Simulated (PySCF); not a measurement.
C₂H₇ClSi₃, SMILES C1(=C)[Si@H](Cl)[SiH2][SiH2]1.

Coordinates come from a PBE-D3(BJ)/def2-SVP optimisation. The structure was generated by enumeration; whether it is a known compound was not checked.

These are PBE-D3(BJ)/def2-SVP run with PySCF values and carry that method's errors.

Frequencies are harmonic and unscaled.

```json
[
 {"mode": "1", "ν (cm⁻¹)": "55", "IR (km/mol)": "0.8", "moving atoms (share of kinetic energy)": "Si 39 %, C 25 %, H 23 %, Cl 13 %"},
 {"mode": "2", "ν (cm⁻¹)": "110", "IR (km/mol)": "1.2", "moving atoms (share of kinetic energy)": "Cl 36 %, C 33 %, Si 18 %, H 13 %"},
 {"mode": "3", "ν (cm⁻¹)": "119", "IR (km/mol)": "0.6", "moving atoms (share of kinetic energy)": "Si 52 %, Cl 25 %, H 17 %"},
 {"mode": "4", "ν (cm⁻¹)": "215", "IR (km/mol)": "0.3", "moving atoms (share of kinetic energy)": "C 31 %, Si 27 %, H 27 %, Cl 15 %"},
 {"mode": "5", "ν (cm⁻¹)": "268", "IR (km/mol)": "3.2", "moving atoms (share of kinetic energy)": "Si 38 %, H 34 %, C 23 %"},
 {"mode": "6", "ν (cm⁻¹)": "302", "IR (km/mol)": "7.6", "moving atoms (share of kinetic energy)": "H 43 %, C 32 %, Si 24 %"},
 {"mode": "7", "ν (cm⁻¹)": "324", "IR (km/mol)": "2.9", "moving atoms (share of kinetic energy)": "H 61 %, Si 29 %, Cl 8 %"},
 {"mode": "8", "ν (cm⁻¹)": "386", "IR (km/mol)": "1.3", "moving atoms (share of kinetic energy)": "Si 65 %, H 24 %, C 10 %"},
 {"mode": "9", "ν (cm⁻¹)": "422", "IR (km/mol)": "6.1", "moving atoms (share of kinetic energy)": "Si 77 %, H 15 %"},
 {"mode": "10", "ν (cm⁻¹)": "476", "IR (km/mol)": "8.0", "moving atoms (share of kinetic energy)": "H 61 %, Si 31 %, C 8 %"},
 {"mode": "11", "ν (cm⁻¹)": "502", "IR (km/mol)": "21.7", "moving atoms (share of kinetic energy)": "H 47 %, C 24 %, Si 21 %"},
 {"mode": "12", "ν (cm⁻¹)": "523", "IR (km/mol)": "27.6", "moving atoms (share of kinetic energy)": "H 56 %, Si 26 %, C 14 %"},
 {"mode": "13", "ν (cm⁻¹)": "562", "IR (km/mol)": "45.4", "moving atoms (share of kinetic energy)": "Si 46 %, C 21 %, H 18 %, Cl 15 %"},
 {"mode": "14", "ν (cm⁻¹)": "575", "IR (km/mol)": "18.2", "moving atoms (share of kinetic energy)": "H 76 %, Si 19 %"},
 {"mode": "15", "ν (cm⁻¹)": "619", "IR (km/mol)": "5.1", "moving atoms (share of kinetic energy)": "H 81 %, Si 9 %, C 9 %"},
 {"mode": "16", "ν (cm⁻¹)": "647", "IR (km/mol)": "20.3", "moving atoms (share of kinetic energy)": "H 80 %, Si 13 %"},
 {"mode": "17", "ν (cm⁻¹)": "701", "IR (km/mol)": "17.6", "moving atoms (share of kinetic energy)": "H 69 %, C 22 %, Si 9 %"},
 {"mode": "18", "ν (cm⁻¹)": "732", "IR (km/mol)": "1.3", "moving atoms (share of kinetic energy)": "H 73 %, C 21 %"},
 {"mode": "19", "ν (cm⁻¹)": "741", "IR (km/mol)": "178.6", "moving atoms (share of kinetic energy)": "H 80 %, Si 15 %"},
 {"mode": "20", "ν (cm⁻¹)": "766", "IR (km/mol)": "147.5", "moving atoms (share of kinetic energy)": "H 72 %, Si 16 %, C 12 %"},
 {"mode": "21", "ν (cm⁻¹)": "865", "IR (km/mol)": "74.7", "moving atoms (share of kinetic energy)": "H 95 %"},
 {"mode": "22", "ν (cm⁻¹)": "889", "IR (km/mol)": "85.2", "moving atoms (share of kinetic energy)": "H 95 %"},
 {"mode": "23", "ν (cm⁻¹)": "947", "IR (km/mol)": "19.3", "moving atoms (share of kinetic energy)": "H 73 %, C 27 %"},
 {"mode": "24", "ν (cm⁻¹)": "1062", "IR (km/mol)": "5.6", "moving atoms (share of kinetic energy)": "H 57 %, C 42 %"},
 {"mode": "25", "ν (cm⁻¹)": "1373", "IR (km/mol)": "15.8", "moving atoms (share of kinetic energy)": "H 86 %, C 13 %"},
 {"mode": "26", "ν (cm⁻¹)": "1616", "IR (km/mol)": "22.1", "moving atoms (share of kinetic energy)": "C 90 %, H 10 %"},
 {"mode": "27", "ν (cm⁻¹)": "2138", "IR (km/mol)": "89.5", "moving atoms (share of kinetic energy)": "H 97 %"},
 {"mode": "28", "ν (cm⁻¹)": "2143", "IR (km/mol)": "93.3", "moving atoms (share of kinetic energy)": "H 97 %"},
 {"mode": "29", "ν (cm⁻¹)": "2151", "IR (km/mol)": "46.0", "moving atoms (share of kinetic energy)": "H 97 %"},
 {"mode": "30", "ν (cm⁻¹)": "2156", "IR (km/mol)": "65.3", "moving atoms (share of kinetic energy)": "H 96 %"},
 {"mode": "31", "ν (cm⁻¹)": "2174", "IR (km/mol)": "93.9", "moving atoms (share of kinetic energy)": "H 96 %"},
 {"mode": "32", "ν (cm⁻¹)": "3028", "IR (km/mol)": "18.9", "moving atoms (share of kinetic energy)": "H 95 %"},
 {"mode": "33", "ν (cm⁻¹)": "3118", "IR (km/mol)": "3.0", "moving atoms (share of kinetic energy)": "H 89 %, C 11 %"}
]
```
